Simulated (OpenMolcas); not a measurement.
**Cr IV: CASPT2 settings compared**

```
Program             : OpenMolcas
Basis               : ANO-L-VDZP [5s4p2d1f]
Scalar Hamiltonian  : non-relativistic, point nucleus
Active space        : 3 electrons in 5 orbitals (3d)
State averaging     : 2S+1 = 4 even, 10 roots; 2S+1 = 2 even, 40 roots (28 in the spin-orbit step)
Spin-orbit coupling : RASSI with atomic mean-field integrals over the reference wave functions, term energies averaged over their components
```

Methods on the same reference wave functions:
A. CASSCF
B. SS-CASPT2, IPEA 0.6 Eh, sigma2 regulariser 0.1 Eh (closed shells correlated: 3s 3p)
C. SS-CASPT2, IPEA 0 Eh, imaginary shift 0.5 Eh (closed shells correlated: none)
D. SS-CASPT2, IPEA 0.15 Eh, sigma1 regulariser 0.5 Eh (closed shells correlated: 3s 3p)

Energies in cm⁻¹ above 3d³ ⁴F_3/2, the measured ground level; measured values from Sugar and Corliss, J. Phys. Chem. Ref. Data 6, 317 (1977).

```tsv
Level	A	B	C	D	Measured
3d³ ⁴F_3/2	0.0	0.0	0.0	0.0	0.0
3d³ ⁴F_5/2	218	219	219	220	236
3d³ ⁴F_7/2	517	519	518	519	556
3d³ ⁴F_9/2	891	892	891	892	946
3d³ ⁴P_1/2	15968	14130	15200	13880	14059
3d³ ⁴P_3/2	16066	14240	15300	13980	14177
3d³ ²G_7/2	16102	15020	15930	14660	15052
3d³ ⁴P_5/2	16321	14480	15550	14220	14471
3d³ ²G_9/2	16417	15340	16250	14980	15402
3d³ ²P_1/2	21351	20520	21210	20320	19519
3d³ ²H_9/2	21383	20710	21370	20510	21066
3d³ ²P_3/2 [64 %]	21469	21070	21110	20820	
3d³ ²H_11/2	21627	20960	21610	20760	21321
3d³ ²D_3/2 [65 %]	23259	19820	22180	19420	20650
3d³ ²D_5/2	23479	20480	22180	20030	20664
```

Deviations, from unrounded energies. A percentage is the sum of absolute deviations over the sum of measured energies, with the sign that they share, or ± where signs differ.

```
                        Against measurement  Levels     A     B     C     D
             mean absolute deviation (cm-1)      13  1200   240   810   410
      fine structure of the ground term (%)       3  -6.4  -6.2  -6.3  -6.1
other terms of the ground configuration (%)      10  +8.8  ±1.7  +5.9  ±3.0
```

B lies closest to measurement on these levels and A furthest from it. The largest miss of B in the table is 3d³ ²P_1/2, by +1000 cm-1. The ranking rests on the paired levels alone, and a cruder setting can come out closer through cancelling errors.

Among B to D the level of the table that moves most is 3d³ ²D_3/2 [65 %], by 2800 cm-1 (lowest in D, highest in C). Moves below CASPT2's spread within the term are not significant.

The two smallest mean deviations differ by little beside CASPT2's spread within terms, so their order carries little weight.

From A to B the spin-free energies of the other terms of 3d³ shown, above ⁴F, scale by factors of 0.87 to 0.97, as is usual when dynamic correlation screens the repulsion within a d or f shell.

The lowest spin-free term lies below A's lowest term by 0.135 hartree in B, 0.007 hartree in C, 0.143 hartree in D.

CASPT2 does not keep the components of a term degenerate, so their means are used; among the terms shown or strongly mixed into the levels shown the widest spread is 550 cm-1 (3d³ ⁴F, D). Some high roots are left out of the spin-orbit mixing, which shifts the levels that they would mix with. The basis is small and was not contracted for so high a charge. Without dynamic correlation excited terms often stand tens of per cent too high (terms of higher spin than the ground term too low), and those without a measured partner can miss by more than the paired ones (holds for A). The CASPT2 spread within a term exceeds the gap to the next term for 3d³ ²P and 3d³ ²H, so the order of their levels is uncertain (holds for B; C; D). Computed and measured levels are paired by configuration, term and J; levels that our copy of the source lacks, or whose pairing is in doubt (as where it misses far off the trend of its configuration), stay unpaired and out of the deviations. Levels of configurations outside the active space are missing.

A share in square brackets marks a mixed level and gives the weight of the term that names it, the lowest over the columns.
